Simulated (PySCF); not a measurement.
Species: C₆H₁₁S (doublet state).
Z-matrix (Å and degrees, GFN2-xTB geometry), rows numbered from 1:
```
C 
C   1  1.2941
C   2  1.5206  1  123.82
C   2  1.5146  1  121.93  3  -178.82
C   4  1.5242  2  110.35  1    92.51
S   5  1.8238  4  112.62  2  -179.11
C   6  1.8148  5  100.16  4    74.08
H   1  1.0636  2  139.89  3    -1.07
H   3  1.0882  2  109.70  1  -122.81
H   3  1.0887  2  109.20  1   118.09
H   3  1.0863  2  110.88  1    -2.11
H   4  1.0913  2  110.09  1  -146.76
H   4  1.0906  2  109.08  1   -27.63
H   5  1.0896  4  111.15  2    63.71
H   5  1.0907  4  111.06  2   -57.93
H   7  1.0862  6  110.20  5   -68.01
H   7  1.0849  6  106.62  5   172.90
H   7  1.0865  6  109.31  5    53.92
```

The hyperfine couplings belong to this conformer and change with its torsions.

As a line formula: `[H]/[C]=C(\C)CCSC` [radical].

Level of theory: UKS B3LYP, pcH-1 on C H S, non-relativistic, mean-field spin-orbit, GIAO (PySCF 2.14.0). The structure is a single GFN2-xTB conformer in the gas phase; no vibrational or solvent corrections. The geometry wasn't refined by DFT: couplings that depend on bond lengths, twists or pyramidal angles can differ widely from those at the functional's own minimum. Stability of the SCF solution: not tested.

Computed for the main isotopes (class means, splittings of 0.05 mT or more): g = 2.0023; H8 1H +38.9 MHz (1.39 mT); H9/H10/H11 1H -3.3 MHz (0.12 mT); H12/H13 1H -2.2 MHz (0.08 mT); 24 first-order lines, 1.90 mT wide.

Question: What changes when 1H at H8 is replaced by 2H?

Answer: Only the nuclear moment changes in this model. The ratio of g factors is 0.85744/5.58569 = 0.1535, so a goes from +38.9 to +6.0 MHz (0.213 mT). The spin goes from 1/2 to 1, so the 1:1 doublet becomes a 1:1:1 triplet. The spectrum then has 36 first-order lines over 0.94 mT.

Question: Where do the 13C satellites of C1 appear, and how strong are they?

Answer: a = +297.9 MHz, or 10.63 mT in magnitude, and I = 1/2, so to first order each main line has two satellites, at ±5.31 mT. The isotope's abundance is about 1.07 %, shared among 2 lines, so each has 0.54 % of the main line's intensity. At 340 mT second-order shifts move them to lower field by up to 0.08 mT.

Question: Give position and intensity of the satellites from 13C at C3.

Answer: a = +77.7 MHz, or 2.77 mT in magnitude, and I = 1/2, so to first order each main line has two satellites, at ±1.39 mT. The isotope's abundance is about 1.07 %, shared among 2 lines, so each has 0.54 % of the main line's intensity.

Question: Give position and intensity of the satellites from 13C at C4.

Answer: a = +48.3 MHz, or 1.72 mT in magnitude, and I = 1/2, so to first order each main line has two satellites, at ±0.86 mT. The isotope's abundance is about 1.07 %, shared among 2 lines, so each has 0.54 % of the main line's intensity.

Nuclei that the bonding pattern makes equivalent are averaged, as if the motion that swaps them (rotation, inversion, ring flip) were fast. The 1H value of -2.2 MHz is a mean of couplings from -5.0 to 0.5 MHz in this one geometry, not an average over conformers.
